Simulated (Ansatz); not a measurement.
`[In][I]` + HCl → `[Cl][In]` + HI at 400 K and 1 bar (ligand exchange at the In–I bond).

Isolated molecules relaxed with PBE0-D4/def2-TZVP in Ansatz; ΔE leaves out vibrations. CCSD(T)/CBS is the MP2 limit (def2-TZVPP, def2-QZVPP) plus CCSD(T) − MP2 in def2-TZVPP, frozen cores. This one scheme is used for every species. Elements past krypton have def2 core potentials. For I, In outer-core shells are correlated without core-valence functions, which leaves a few kJ/mol of doubt a bond.

```json
{"species": "`[In][I]`", "CCSD(T)/CBS energy (Eh)": "-487.33455", "H − E (kJ/mol)": "15.1", "S (J/(mol·K))": "278.4"}
{"species": "HCl", "CCSD(T)/CBS energy (Eh)": "-460.38127", "H − E (kJ/mol)": "29.6", "S (J/(mol·K))": "195.4"}
{"species": "`[Cl][In]`", "CCSD(T)/CBS energy (Eh)": "-649.67004", "H − E (kJ/mol)": "15.3", "S (J/(mol·K))": "259.0"}
{"species": "HI", "CCSD(T)/CBS energy (Eh)": "-298.03592", "H − E (kJ/mol)": "25.7", "S (J/(mol·K))": "215.0"}
```

H − E and S are ideal-gas, rigid-rotor, harmonic terms from PBE0-D4/def2-TZVP. 1 Eh = 2625.50 kJ/mol, R = 8.31446 J/(mol·K).

Task: By hand: ΔE, ΔH, ΔS and ΔG.

Result: ΔE = (-649.67004) + (-298.03592) − (-487.33455) − (-460.38127) = 0.00986 Eh = 25.9 kJ/mol. Δ(H − E) = 15.3 + 25.7 − 15.1 − 29.6 = -3.7, so ΔH = 22.2 kJ/mol. ΔS = 259.0 + 215.0 − 278.4 − 195.4 = 0.2 J/(mol·K). ΔG = 22.2 − 400 × (0.2)/1000 = 22.1 kJ/mol.

Task: By hand: the equilibrium constant, and the temperature at which ΔG would vanish if ΔH and ΔS stayed fixed.

Result: log₁₀ K = −ΔG/(RT ln 10) = -2.9. ΔG = 0 at ΔH/ΔS = 111000 K, far beyond where these terms or the molecules hold.

The number of gas molecules stays the same, so ΔS is small and ΔH decides. A doubt of 5 kJ/mol in ΔE shifts log₁₀ K by 0.7 here. These are equilibria of isolated gas molecules and say nothing of rates. Largest T1 diagnostic: 0.015 (customary marks: 0.02 for closed shells, 0.045 for open ones).
